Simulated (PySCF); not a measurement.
BBrClH2N, SMILES B(Br)(N)Cl. Atoms are numbered in the order given.

```xyz
6

B      0.4251     0.5897     0.0000
Cl    -0.7487     1.9060     0.0000
Br    -0.1862    -1.2374     0.0000
N      1.7844     0.8602     0.0000
H      2.4840     0.1300     0.0000
H      2.1453     1.8055     0.0000
```
Charge 0, spin multiplicity 1.

Geometry optimised at PBE0-D3(BJ)/def2-SVP. Other conformers were not sampled.

All values below come from PySCF with PBE0/def2-TZVPD.

Isolated molecule, no solvent.

```json
{
 "total_energy": "-3114.79447 hartree",
 "point_group": "Cs",
 "highest_occupied_level": "-8.35 eV",
 "lowest_empty_level": "-0.23 eV",
 "orbital_gap": "8.13 eV",
 "dipole_moment": "2.78 D",
 "quadrupole, principal values (traceless, Buckingham form, about the centre of nuclear charge)": "-4.56, -3.68, 8.24 D·Å",
 "mean_static_polarisability": "58.9 bohr³ (8.72 Å³)",
 "polarisability_principal_values": "44.7, 61.7, 70.3 bohr³"
}
```
